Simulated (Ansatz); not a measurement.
`[SiH3][SnH2][Cl]` + `C[SeH]` → `C[Se][SnH2][Cl]` + SiH₄ at 600 K and 1 bar (cleavage of the Sn–Si bond).

Computed with Ansatz on PBE0-D4/def2-TZVP structures; ΔE is electronic, products minus reactants. CBS: MP2 limit from def2 TZ/QZ plus the TZ coupled-cluster correction, frozen cores. This one scheme is used for every species. Elements past krypton have def2 core potentials. For Se, Sn outer-core shells are correlated without core-valence functions, which leaves a few kJ/mol of doubt a bond. Scalar relativity is left out up to krypton. Each species was taken in one conformer, which may not be the lowest.

```csv
species,CCSD(T)/CBS energy (Eh),H − E (kJ/mol),S (J/(mol·K))
`[SiH3][SnH2][Cl]`,-965.91856,159.2,434.3
`C[SeH]`,-2441.15625,149.5,312.9
`C[Se][SnH2][Cl]`,-3115.63330,200.5,475.6
SiH₄,-291.46306,108.7,242.3
```

H − E and S are ideal-gas, rigid-rotor, harmonic terms from PBE0-D4/def2-TZVP, for one conformer and one mirror image of each species. 1 Eh = 2625.50 kJ/mol, R = 8.31446 J/(mol·K).

Problem. By hand: ΔE, ΔH, ΔS and ΔG.

Solution. ΔE = (-3115.63330) + (-291.46306) − (-965.91856) − (-2441.15625) = -0.02155 Eh = -56.6 kJ/mol. Δ(H − E) = 200.5 + 108.7 − 159.2 − 149.5 = 0.5, so ΔH = -56.1 kJ/mol. ΔS = 475.6 + 242.3 − 434.3 − 312.9 = -29.3 J/(mol·K). ΔG = -56.1 − 600 × (-29.3)/1000 = -38.5 kJ/mol.

Problem. By hand: the equilibrium constant, and the temperature at which ΔG would vanish if ΔH and ΔS stayed fixed.

Solution. log₁₀ K = −ΔG/(RT ln 10) = 3.4. ΔG = 0 at ΔH/ΔS = 1915 K.

ΔH outweighs TΔS. A doubt of 5 kJ/mol in ΔE shifts log₁₀ K by 0.4 here. Other conformers and mirror images would add mixing entropy, several J/(mol·K) or more a flexible species. Modes under 60 cm⁻¹, often nearly free rotors, make the harmonic entropy too high. These are equilibria of isolated gas molecules and say nothing of rates. Largest T1 diagnostic: 0.012 (customary marks: 0.02 for closed shells, 0.045 for open ones).
